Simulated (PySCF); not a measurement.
GeH6O2Si, SMILES [SiH3][GeH]([OH])[OH]. Atoms are numbered in the order given.

```xyz
10

O     -1.1240    -1.0640    -1.0210
Ge    -0.4266    -0.0281     0.2668
O     -0.9902     1.6613     0.0499
Si     1.9323    -0.2551    -0.0273
H     -2.0932    -1.0890    -0.9772
H     -1.0110    -0.3875     1.6460
H     -0.6674     2.0412    -0.7821
H      2.3031     0.2529    -1.3768
H      2.3417    -1.6799     0.0987
H      2.6377     0.5532     1.0051
```

Coordinates come from a TPSSh-D3(BJ)/def2-SVP optimisation. This is a generated structure with no PubChem entry under its InChIKey; it may be hypothetical. Other conformers were not sampled.

Two levels are set side by side: PBE/pcSseg-1 (PySCF) and KT2/pcSseg-1 (PySCF). GIAO shifts against GeH4 (⁷³Ge), H2O (¹⁷O), TMS (²⁹Si), TMS (¹H) at the same level; non-relativistic, no solvent, atoms listed together averaged. Differences are taken from unrounded values.

```json
[
 {"quantity": "δ(⁷³Ge) of Ge2 (ppm)", "KT2": "410.0"},
 {"quantity": "δ(²⁹Si) of Si4 (ppm)", "KT2": "-106.2"},
 {"quantity": "δ(¹H) of H6 (ppm)", "KT2": "6.33"}
]
```

Q: What does PBE give, and how far is it from KT2? (An estimate is asked for; the answer gives what the named calculation found.)

A: 
| quantity | PBE | PBE minus KT2 |
|---|---|---|
| δ(⁷³Ge) of Ge2 (ppm) | 416.5 | 6.4 |
| δ(²⁹Si) of Si4 (ppm) | -108.1 | -2.0 |
| δ(¹H) of H6 (ppm) | 6.38 | 0.05 |

Here PBE gives about what the other level gives.

Rough cost on one machine, each run with all the roots and properties that it gave: KT2 against PBE within a factor of 2.
